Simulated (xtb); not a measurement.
A run for xtb: GFN-FF on GeH2O (SMILES [OH][GeH]), a point of a torsion scan.

```
$ xtb mol.xyz --gfnff --sp --chrg 0 --uhf 0
4

O     -0.84967570     0.28992502     0.25007852
Ge     0.82128720     0.57153314    -0.25231020
H     -1.41931559    -0.36316972    -0.14868944
H      0.75410206     2.17306570     0.18185049
```

Output:

```
[...]
           -------------------------------------------------
          |                Calculation Setup                |
           -------------------------------------------------



          ==================== Thresholds ====================
          CN  :   150.00000
          rep :   500.00000
          disp:  2500.00000
          HB1 :   250.00000
          HB2 :   450.00000

          Pauling EN used:
          Z : 1  EN :  2.20
          Z : 8  EN :  3.44
          Z :32  EN :  2.01
          electric field strengths (au): 0.000

           -------------------------------------------------
          |           Force Field Initialization            |
           -------------------------------------------------

          distances ...
          ----------------------------------------
          generating topology and atomic info file ...
          pair mat ...
          computing topology distances matrix with Floyd-Warshall algo ...
          making topology EEQ charges ...
          #fragments for EEQ constrain: 1
          ----------------------------------------
          generating topology and atomic info file ...
          pair mat ...
          computing topology distances matrix with Floyd-Warshall algo ...
          making topology EEQ charges ...
          #fragments for EEQ constrain: 1
          rings ...
          # BATM   2
          # H in HB   2
          doing iterative Hueckel for 1 subsystem(s) ...

  atom   neighbors  erfCN metchar sp-hybrid imet pi  qest     coordinates
    1  O       2    1.91   0.00         3    0    0  -0.461   -1.605654    0.547879    0.472580
    2  Ge      2    1.82   0.10         2    0    0   0.248    1.552008    1.080041   -0.476797
    3  H       1    0.98   0.00         0    0    0   0.221   -2.682118   -0.686291   -0.280982
    4  H       1    0.87   0.04         0    0    0  -0.009    1.425046    4.106499    0.343648

          #atoms :   4
          #bonds :   3
          #angl  :   2
          #tors  :   1
          #nmol  :   1
          #optfrag :   1
           -------------------------------------------------
          |                   G F N - F F                   |
          |          A general generic force-field          |
          |                  Version 1.0.3                  |
           -------------------------------------------------
          Number of HB bonds (bound hydrogen)     0
          Number of HB bonds (unbound hydrogen)   0
          Number of XB bonds                      0

 E+G (total)                   0 d,  0 h,  0 min,  0.000 sec
 distance/D3 list               ...        0 min,  0.000 sec (  0.978%)
 non bonded repulsion           ...        0 min,  0.000 sec ( 14.735%)
 dCN                            ...        0 min,  0.000 sec (  3.169%)
 EEQ energy and q               ...        0 min,  0.000 sec (  5.676%)
 D3                             ...        0 min,  0.000 sec ( 11.681%)
 EEQ gradient                   ...        0 min,  0.000 sec ( 10.758%)
 bonds                          ...        0 min,  0.000 sec (  8.307%)
 bend and torsion               ...        0 min,  0.000 sec (  8.723%)
 bonded ATM                     ...        0 min,  0.000 sec (  4.182%)
 HB/XB (incl list setup)        ...        0 min,  0.000 sec (  8.562%)

         :::::::::::::::::::::::::::::::::::::::::::::::::::::
         ::                     SUMMARY                     ::
         :::::::::::::::::::::::::::::::::::::::::::::::::::::
         :: total energy              -0.351629889628 Eh    ::
         :: gradient norm              0.069790678589 Eh/a0 ::
         ::.................................................::
Note: The following floating-point exceptions are signalling: IEEE_UNDERFLOW_FLAG IEEE_DENORMAL
normal termination of xtb
         :: bond energy               -0.303533814032 Eh    ::
         :: angle energy               0.004663753875 Eh    ::
         :: torsion energy             0.000047401675 Eh    ::
         :: repulsion energy           0.022563309783 Eh    ::
         :: electrostat energy        -0.074573875304 Eh    ::
         :: dispersion energy         -0.000797865297 Eh    ::
         :: HB energy                  0.000000000000 Eh    ::
         :: XB energy                  0.000000000000 Eh    ::
         :: bonded atm energy          0.000001199672 Eh    ::
         :: external energy            0.000000000000 Eh    ::
         :: add. restraining           0.000000000000 Eh    ::
         :: total charge              -0.000000000000 e     ::
         :::::::::::::::::::::::::::::::::::::::::::::::::::::

           -------------------------------------------------
          |                Property Printout                |
           -------------------------------------------------

molecular dipole:
                 x           y           z       tot (Debye)
 q only:        0.513      -0.195      -0.440       1.788

           -------------------------------------------------
          | TOTAL ENERGY               -0.351629889628 Eh   |
          | GRADIENT NORM               0.069790678589 Eh/α |
           -------------------------------------------------
########################################################################
[WARNING] Runtime exception occurred
-1- gfnff_setup: Could not read topology file.
########################################################################

------------------------------------------------------------------------
------------------------------------------------------------------------
 total:
 SCF:
```

The run finished.

Cost: roughly 0.010 core-seconds.
